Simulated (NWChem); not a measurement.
System meant: CH6ClNOSi; SMILES N[Si](O)(Cl)C

NWChem input:

```
start job
memory heap 200 mb stack 900 mb global 1100 mb
geometry units angstroms noautosym nocenter noautoz
  C      1.701639     1.018064     0.175849
  Si    -0.026668     0.346221     0.064922
  N     -0.842558     1.082201    -1.257039
  O     -0.934195     0.562653     1.436723
  Cl     0.119141    -1.723072    -0.085870
  H      2.284930     0.764821    -0.723002
  H      2.218411     0.581938     1.043718
  H      1.696131     2.113336     0.289491
  H     -1.774610     0.763860    -1.503152
  H     -0.315750     1.306312    -2.094610
  H     -1.371253     1.418248     1.488669
end
basis spherical
  C library def2-svp
  Si library def2-svp
  N library def2-svp
  O library def2-svp
  Cl library def2-svp
  H library def2-svp
end
dft
  xc m06-l
  iterations 150
end
property
  shielding
end
task dft property
```

End of the output:

```
 Vector   32  Occ=0.000000D+00  E= 7.295769D-02
              MO Center=  5.2D-01,  3.8D-01, -1.3D-01, r^2= 4.0D+00
   Bfn.  Coefficient  Atom+Function         Bfn.  Coefficient  Atom+Function
  ----- ------------  ---------------      ----- ------------  ---------------
    90     -0.682719   8 H  s                26      0.631355   2 Si py
    72      0.494536   5 Cl py               80      0.475289   6 H  s
    17     -0.451385   2 Si s                27      0.449480   2 Si pz
    64      0.398676   5 Cl s                25     -0.394187   2 Si px
    23      0.354431   2 Si py                3      0.309753   1 C  s

 center of mass
 --------------
 x =  -0.00241220 y =  -0.12248952 z =   0.08157091

 moments of inertia (a.u.)
 ------------------
         773.855237839655          17.499164669514           3.518356627696
          17.499164669514         513.440522399490          -3.666401282324
           3.518356627696          -3.666401282324         813.596165003262

     Multipole analysis of the density
     ---------------------------------

     L   x y z        total         alpha         beta         nuclear
     -   - - -        -----         -----         ----         -------
     0   0 0 0      0.000000    -29.000000    -29.000000     58.000000

     1   1 0 0     -0.087416     -1.204257     -1.204257      2.321098
     1   0 1 0      1.149718     -0.075585     -0.075585      1.300887
     1   0 0 1     -0.632596     -1.922411     -1.922411      3.212226

     2   2 0 0    -30.091000   -100.258581   -100.258581    170.426161
     2   1 1 0     -0.828702      1.196926      1.196926     -3.222554
     2   1 0 1      0.854151     -0.850710     -0.850710      2.555571
     2   0 2 0    -33.345455   -157.357298   -157.357298    281.369140
     2   0 1 1      0.614509      0.768487      0.768487     -0.922466
     2   0 0 2    -31.055422    -84.276390    -84.276390    137.497358

          -----------------------------------------
          Chemical Shielding Tensors (GIAO, in ppm)
          -----------------------------------------

 ------------------------------------------------------------------------
  xm06: d2 not coded                    0
 ------------------------------------------------------------------------
 ------------------------------------------------------------------------
  current input line :
    31: task dft property
 ------------------------------------------------------------------------
 ------------------------------------------------------------------------
 This error has not yet been assigned to a category
 ------------------------------------------------------------------------
 For more information see the NWChem manual at https://nwchemgit.github.io

0: xm06: d2 not coded:Received an Error in Communication
```

Q: Can this run be used? If not, why, and what is the fix?

A: The run crashed. Cause: this functional's second derivatives, which shieldings need, aren't coded here; the fix takes a hybrid GGA instead. This input runs:
```
start job
memory heap 200 mb stack 900 mb global 1100 mb
geometry units angstroms noautosym nocenter noautoz
  C      1.701639     1.018064     0.175849
  Si    -0.026668     0.346221     0.064922
  N     -0.842558     1.082201    -1.257039
  O     -0.934195     0.562653     1.436723
  Cl     0.119141    -1.723072    -0.085870
  H      2.284930     0.764821    -0.723002
  H      2.218411     0.581938     1.043718
  H      1.696131     2.113336     0.289491
  H     -1.774610     0.763860    -1.503152
  H     -0.315750     1.306312    -2.094610
  H     -1.371253     1.418248     1.488669
end
basis spherical
  * library def2-svp
end
dft
  xc pbe0
  iterations 150
end
property
  shielding
end
task dft property
```
It converges to -920.70229 Ha (PBE0/def2-SVP, GIAO).
